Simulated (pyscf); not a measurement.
**HO–AlH–F, singlet**

Gas-phase minimum from PySCF at ωB97X-D3(BJ)/def2-SVP, one conformer. 

```
Al
F 1 1.6673
O 1 1.6912 2 119.77
H 3 0.9589 1 128.44 2 0.12
H 1 1.5627 2 120.11 3 -179.99
```

Properties at ωB97X-D3(BJ)/def2-SVP:

| Quantity | Result |
|---|---|
| Harmonic wavenumbers, unscaled | 253, 386, 520, 536, 694, 809, 955, 2060, 3994 cm⁻¹ |
| Zero-point energy | 14.6 kcal/mol |
| Rotational symmetry number | 1 |
| Entropy of this conformer at 298 K and 1 atm, rigid rotor and harmonic oscillator, modes under 100 cm⁻¹ raised to 100 | 276.7 J/(mol K) |
| Dipole moment | 1.04 D |

Single-point totals, which compare only within one level (frozen core for MP2 and CC):

```
level                   total energy (hartree)
----------------------  ----------------------
ωB97X-D3(BJ)/def2-TZVP              -418.95511
PBE/def2-TZVP                       -418.59995
r²SCAN/def2-TZVP                    -418.81149
B3LYP-D3(BJ)/def2-TZVP              -418.94724
PBE0-D3(BJ)/def2-TZVP               -418.62331
M06-2X/def2-TZVP                    -418.83442
ωB97M-D3(BJ)/def2-TZVP              -418.99027
HF/def2-TZVPP                       -417.60870
MP2/def2-TZVPP                      -418.18356
CCSD/def2-TZVPP                     -418.19241
CCSD(T)/def2-TZVPP                  -418.20970
```

The CCSD(T) − MP2 part came from Ansatz, without density fitting, on the same reference.
